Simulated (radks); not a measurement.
Q: All-electron atom: As in [Ar] 3d9 4s1 4p5 (not the ground configuration). All-electron calculation, Dirac Kohn-Sham, PBE, spin-unpolarised, spherical densities, finite nucleus; open shells fill j = l - 1/2 first; Fermi nuclear charge, rms radius 4.0968 fm. Program: a radial shooting solver on a logarithmic mesh with Libxc functionals.

Spin-orbit splittings of the eigenvalues, e(l+1/2) - e(l-1/2), with zeta = 2 splitting/(2l+1) and mean radii in bohr:

shell  occ.  splitting (eV)  zeta (eV)  <r> j=l-1/2  <r> j=l+1/2
2p        6               ?          ?       0.1747       0.1784
3p        6           5.141      3.428       0.6029       0.6131
3d        9          0.7744     0.3098       0.6483       0.6524
4p        5          0.3596     0.2397        2.264        2.309

Estimate the 2p splitting.

A: 36.55 eV (zeta = 24.36 eV).
